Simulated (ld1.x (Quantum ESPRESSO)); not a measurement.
## Plane-wave convergence, RRKJ potential for carbon (C)

* Element: carbon
* Generator: ld1.x (Quantum ESPRESSO) 7.5
* Type: norm-conserving RRKJ (Kleinman–Bylander form)
* Functional: LDA (PZ)
* Relativity: scalar-relativistic
* Frozen core: [He]
* Valence charge: 4
* Reference configuration: 2s1.5 2p2.5
* Partial waves: 2p (bound): rc 2.20 bohr; 3d channel at -0.15 Ry: rc 1.80 bohr; 2s (bound): rc 1.00 bohr
* Local potential: the s channel
* Core correction: a·sin(br)/r model core inside 0.75 bohr
* rho0: 0.001

The pseudo-atom Hamiltonian at the reference potential is diagonalised in spherical Bessel functions j_l(qr) that vanish at 20 bohr, with q² up to the cutoff. All-electron valence levels (Ry): 2p -0.4137, 2s -1.0195.

**Question.** How do the lowest levels (Ry) of each channel move with the cutoff, and are there ghosts?

**Answer.**

| cutoff (Ry) | p #1 | p #2 | d #1 | d #2 | s #1 | f #1 | Σ f·Δε (mRy) |
| --- | --- | --- | --- | --- | --- | --- | --- |
| 8 | -0.2289 | 0.0400 | 0.0736 | 0.1729 | -0.9146 | 0.1176 | 619.4 |
| 12 | -0.3296 | 0.0362 | 0.0736 | 0.1729 | -0.9375 | 0.1176 | 333.2 |
| 18 | -0.3999 | 0.0341 | 0.0736 | 0.1729 | -0.9769 | 0.1176 | 98.5 |
| 21 | -0.4091 | 0.0338 | 0.0736 | 0.1729 | -0.9899 | 0.1176 | 56.1 |
| 30 | -0.4137 | 0.0337 | 0.0736 | 0.1729 | -1.0102 | 0.1176 | 14.1 |
| 40 | -0.4137 | 0.0337 | 0.0736 | 0.1729 | -1.0172 | 0.1176 | 3.4 |
| 50 | -0.4137 | 0.0337 | 0.0736 | 0.1729 | -1.0177 | 0.1176 | 2.6 |
| 60 | -0.4137 | 0.0337 | 0.0736 | 0.1729 | -1.0178 | 0.1176 | 2.5 |
| 70 | -0.4137 | 0.0337 | 0.0736 | 0.1729 | -1.0182 | 0.1176 | 1.9 |
| 90 | -0.4137 | 0.0337 | 0.0736 | 0.1729 | -1.0191 | 0.1176 | 0.6 |
| 110 | -0.4137 | 0.0337 | 0.0736 | 0.1729 | -1.0194 | 0.1176 | 0.1 |
| 400 | -0.4137 | 0.0337 | 0.0736 | 0.1729 | -1.0195 | 0.1176 | 0.0 |

Result: no extra level below or beside the all-electron valence levels (p, d, s, f tested); 10 mRy is reached at 35 Ry and 1 mRy at 90 Ry.

Its largest configuration-test error is +589 meV.
